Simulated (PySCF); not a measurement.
**Spinor energies of Ni⁴⁺ (nickel, charge +4)**

Start: [Ar] 3d6; 3d3/2 filled at m_j = -3/2, -1/2, +1/2, +3/2; 3d5/2 filled at m_j = +3/2, +5/2. Calculated with PySCF 2.14 in an uncontracted even-tempered set (19 s from 0.14 bohr⁻², ratio 2.8; 13 p from 0.18 bohr⁻², ratio 2.8; 9 d from 0.18 bohr⁻², ratio 2.8; 4 f from 1.4 bohr⁻², ratio 3): generalised Hartree-Fock with the X2C-1e Hamiltonian and a Gaussian nucleus; spin-orbit coupling (SO) screened by Boettger's factors.

```
spinor shell  electrons  ε, screened SO (eV)  weight of nominal j (screened SO)  rms radius, screened SO (bohr)
       1s1/2          2              -8467.1                              1.000                          0.0624
       2s1/2          2              -1116.3                              1.000                           0.265
       2p1/2          2              -978.19                              0.987                           0.236
       2p3/2          4              -959.37                              0.994                           0.239
       3s1/2          2              -198.03                              1.000                           0.781
       3p1/2          2              -152.99                              0.657                           0.818
       3d3/2          4              -82.106                              0.665                           0.921
       3d5/2          2              -83.309                              0.893                           0.915
```

Question: Where does 3p3/2 lie, and what is the 3p spin-orbit splitting (screened SO)?

Answer: At -149.95 eV, 3.041 eV above 3p1/2.

```csv
quantity,screened SO
E (hartree),-1515.07417
M_J,4
⟨J²⟩,20.004
⟨L²⟩,6.017
⟨S²⟩,5.994
```

Each row is a mean over spinors that exchange with the open shell spreads, by up to 18.881 eV (3p3/2).

Rows whose weight is well below 1 are mixtures of j = l ± 1/2: exchange outweighs spin-orbit coupling there, and the label is only the starting occupation.
